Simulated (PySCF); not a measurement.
## Computed NMR parameters against published values

Structure with atom numbers: `[O:1]=[C:2]([F:3])[C:4]([F:5])([F:6])[F:7]`.

Measured values that the calculation should reproduce: δ ¹⁹F F3 15.0 ppm (measured; solution; E. Pretsch, P. Bühlmann, M. Badertscher, Structure Determination of Organic Compounds, 4th ed., Springer 2009).
δ ¹⁹F F5/F6/F7 -76.0 ppm (measured; Wikipedia, Fluorine-19 nuclear magnetic resonance spectroscopy).

[PySCF 2.14.0 with density-fitted response routines: NMR shieldings at PBE/pcSseg-2/GIAO; PBE0-D3(BJ)/def2-SVP geometry; single conformer; no solvent model; no relativistic terms; averaged over atoms made equivalent by symmetry, fast rotation or ring inversion]

Problem. How close does the calculation come?

Solution. 
Reference values: measured (solution; E. Pretsch, P. Bühlmann, M. Badertscher, Structure Determination of Organic Compounds, 4th ed., Springer 2009).
| atoms | quantity | reference | computed |
| --- | --- | --- | --- |
| F3 | δ ¹⁹F vs CFCl3 | 15.0 | 11.9 |

Reference values: measured (Wikipedia, Fluorine-19 nuclear magnetic resonance spectroscopy).
```csv
atoms,quantity,reference,computed
F5/F6/F7,δ ¹⁹F vs CFCl3,-76.0,-99.8
```

Computed shifts are σ(ref) − σ with the named reference compound (TMS for H and C) calculated as an isolated molecule at the same level.

Problem. How far are the unscaled ¹⁹F shifts from the references?

Solution. Mean signed difference -13.45 ppm, mean absolute 13.45 ppm over 2 comparisons; the largest is -23.8 ppm at F5/F6/F7 (fluorine of a CF3 group).
